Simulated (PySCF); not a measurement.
Compound: C6H8FP.
SMILES with atom numbers: `[CH2:1]=[CH:2][C:3]1=[C:4]([F:5])[CH2:6][CH2:7][PH:8]1` (hydrogens: H9, H10 on C1; H11 on C2; H12, H13 on C6; H14, H15 on C7; H16 on P8)

Method used: TDDFT CAM-B3LYP/def2-SVPD, vertical, gas phase, core orbitals frozen in the response (PySCF). The structure is a single GFN2-xTB conformer in the gas phase; no vibrational or solvent corrections.

Relations used (vacuum, state to state): A = 0.6670 f ν̃² s⁻¹ (ν̃ in cm⁻¹); τ = 1/A; f = (2/3) ΔE |μ|² in atomic units; ∫σ dE = 109.76 f Mb·eV.

Only emission to the ground state at the vertical energy is counted.

Energies and rates of the computed singlets with f of 0.002 or more:

```
state  E (eV)   A (s⁻¹)
   S1    5.38  3.83×10⁸
   S2    5.89  1.39×10⁸
   S3    5.94  5.04×10⁷
   S4    6.04  1.49×10⁸
   S5    6.71  9.10×10⁷
   S6    6.85  7.25×10⁷
   S7    6.95  2.04×10⁸
   S8    7.10  2.01×10⁷
```

Task: Go back from the rates to the oscillator strengths and transition dipoles.

Result: f = A / (0.6670 ν̃²), and |μ| follows from f:

```csv
state,f,|μ| (D),τ,"main configurations (H = HOMO, L = LUMO)"
S1,0.305,3.87,2.6 ns,"H→L (87%), H-1→L (9%)"
S2,0.092,2.03,7.2 ns,"H-1→L (47%), H→L+1 (19%), H→L+2 (16%)"
S3,0.033,1.21,20 ns,"H→L+2 (59%), H→L+1 (28%)"
S4,0.094,2.03,6.7 ns,"H→L+1 (38%), H-1→L (37%), H→L+2 (13%)"
S5,0.047,1.35,11 ns,"H→L+3 (53%), H-1→L+2 (21%), H→L+4 (10%)"
S6,0.036,1.17,14 ns,H-1→L+1 (75%)
S7,0.097,1.92,4.9 ns,"H-1→L+2 (46%), H→L+3 (25%)"
S8,0.0092,0.58,50 ns,"H→L+4 (59%), H→L+5 (16%)"
```

Task: What is the integrated cross-section of all computed states together?

Result: Σf = 0.713 over S1 to S8, so 109.76 × Σf ≈ 78.2 Mb·eV.

Task: How much energy does a mole of photons resonant with S1 carry?

Result: 5.378 eV × 96.485 = 519 kJ/mol (124 kcal/mol).

Task: Suppose S1 emitted 0.3 eV lower with the same transition dipole. How would A change?

Result: At fixed |μ|, A goes as the cube of the energy: (5.08/5.38)³ = 0.84, which makes τ about 3.1 ns.
